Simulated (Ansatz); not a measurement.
This geometry of ClGeH3 + H2O (8 atoms, charge 0, multiplicity 1) is a first-order saddle point.

The calculation used Ansatz 0.2.0, RKS PBE-D4/def2-mTZVP.

```xyz
8
Properties=species:S:1:pos:R:3
Ge -0.199 0.068 -0.211
Cl -0.062 0.792 2.348
H 1.074 -0.726 0.141
H -0.118 1.565 -0.541
H -0.848 -0.666 -1.435
O -1.969 -0.335 0.770
H -2.152 -1.297 0.808
H -1.604 -0.031 1.698
```

(1) Which two structures does it join? (They come from a converged band through this point; their orientation in space is the band's.)

(2) How far does it lie above each of them?

Results:

(1) Bonds broken: Ge1–Cl2, O6–H8. Bonds formed: Ge1–O6, Cl2–H8. ClGeH3 + H2O becomes ClH + GeH4O.

Image 0:

```xyz
8
Properties=species:S:1:pos:R:3
Ge 0.425 0.039 -0.110
Cl 0.324 -0.094 2.088
H 1.938 0.084 -0.426
H -0.289 1.339 -0.519
H -0.231 -1.238 -0.672
O -2.687 0.032 0.788
H -3.189 -0.802 0.812
H -2.168 0.009 1.617
```

Image 8:

```xyz
8
Properties=species:S:1:pos:R:3
Ge -0.263 -0.074 -0.562
Cl -0.861 0.690 3.290
H 0.956 -0.814 0.038
H -0.077 1.452 -0.606
H -0.670 -0.670 -1.931
O -1.700 -0.275 0.569
H -1.937 -1.214 0.692
H -1.325 0.274 2.087
```

(2) 0.89 eV above the first and 0.44 eV above the second. This is the barrier of this one path; another mechanism may lie lower. The orbitals stay closed-shell, which can raise the energy where a bond breaks towards radicals; this wasn't checked here.

Run time: 12 min on 2 threads of Intel(R) Xeon(R) Processor @ 2.50GHz (Skylake/Cascade Lake), with other jobs on the host, peak memory 0.15 GiB.
